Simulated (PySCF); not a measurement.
**Effect of structural changes**

Level of theory: PySCF, TDA CAM-B3LYP/def2-SVP excited states, vertical, gas phase. Geometry: PBE0-D3(BJ)/def2-SVP.

Each molecule in one low-energy conformer.

Scalar relativity is left out, which matters for the atoms heavier than Zn.

Question: How does the vertical S1–T1 gap change along this series?
- CB(C)/C1=C\CCCCCC1 (H replaced by B(CH3)2)
- C[Se]/C1=C\CCCCCC1 (H replaced by SeCH3)
- CN(C)/C1=C\CCCCCC1 (H replaced by N(CH3)2)

Answer: 
| molecule | S1 (eV) | S1 from | f(S1) | T1 (eV) | T1 from | S1 − T1 (eV) | S0–T1 spin-orbit coupling (cm⁻¹) | S1–T1 spin-orbit coupling (cm⁻¹) |
| --- | --- | --- | --- | --- | --- | --- | --- | --- |
| CB(C)/C1=C\CCCCCC1 | 5.07 | HOMO→LUMO | 0.153 | 3.02 | HOMO→LUMO | 2.06 | 2.14 | 1.21 |
| C[Se]/C1=C\CCCCCC1 | 4.94 | HOMO→LUMO | 0.040 | 3.48 | HOMO→LUMO | 1.46 | 127.53 | 62.87 |
| CN(C)/C1=C\CCCCCC1 | 5.57 | HOMO→LUMO | 0.246 | 3.25 | HOMO→LUMO | 2.32 | 1.92 | 0.56 |

The vertical S1–T1 gap is lowest for C[Se]/C1=C\CCCCCC1 and highest for CN(C)/C1=C\CCCCCC1.
